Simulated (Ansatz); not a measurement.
`C[O][Al]([CH3])[Cl]` + NH₃ → `C[O][Al]([CH3])[NH2]` + HCl at 400 K and 1 bar (ligand exchange at the Al–Cl bond).

Calculated with Ansatz (gas phase, PBE0-D4/def2-TZVP geometries, no zero-point term in ΔE). CBS: MP2 limit from def2 TZ/QZ plus the TZ coupled-cluster correction, frozen cores. This one scheme is used for every species. Each species was taken in one conformer, which may not be the lowest.

| species | CCSD(T)/CBS energy (Eh) | H − E (kJ/mol) | S (J/(mol·K)) |
| --- | --- | --- | --- |
| `C[O][Al]([CH3])[Cl]` | -856.81320 | 245.8 | 419.6 |
| NH₃ | -56.50880 | 104.2 | 203.1 |
| `C[O][Al]([CH3])[NH2]` | -452.90838 | 311.7 | 427.7 |
| HCl | -460.38127 | 29.6 | 195.4 |

H − E and S are ideal-gas, rigid-rotor, harmonic terms from PBE0-D4/def2-TZVP, for one conformer and one mirror image of each species. 1 Eh = 2625.50 kJ/mol, R = 8.31446 J/(mol·K).

**Question.** By hand: ΔE, ΔH, ΔS and ΔG.

**Answer.** ΔE = (-452.90838) + (-460.38127) − (-856.81320) − (-56.50880) = 0.03235 Eh = 84.9 kJ/mol. Δ(H − E) = 311.7 + 29.6 − 245.8 − 104.2 = -8.7, so ΔH = 76.2 kJ/mol. ΔS = 427.7 + 195.4 − 419.6 − 203.1 = 0.4 J/(mol·K). ΔG = 76.2 − 400 × (0.4)/1000 = 76.0 kJ/mol.

**Question.** By hand: the equilibrium constant, and the temperature at which ΔG would vanish if ΔH and ΔS stayed fixed.

**Answer.** log₁₀ K = −ΔG/(RT ln 10) = -9.9. ΔG = 0 at ΔH/ΔS = 190500 K, far beyond where these terms or the molecules hold.

The number of gas molecules stays the same, so ΔS is small and ΔH decides. A doubt of 5 kJ/mol in ΔE shifts log₁₀ K by 0.7 here. Other conformers and mirror images would add mixing entropy, several J/(mol·K) or more a flexible species. Modes under 60 cm⁻¹, often nearly free rotors, make the harmonic entropy too high. These are equilibria of isolated gas molecules and say nothing of rates. Largest T1 diagnostic: 0.011 (customary marks: 0.02 for closed shells, 0.045 for open ones).
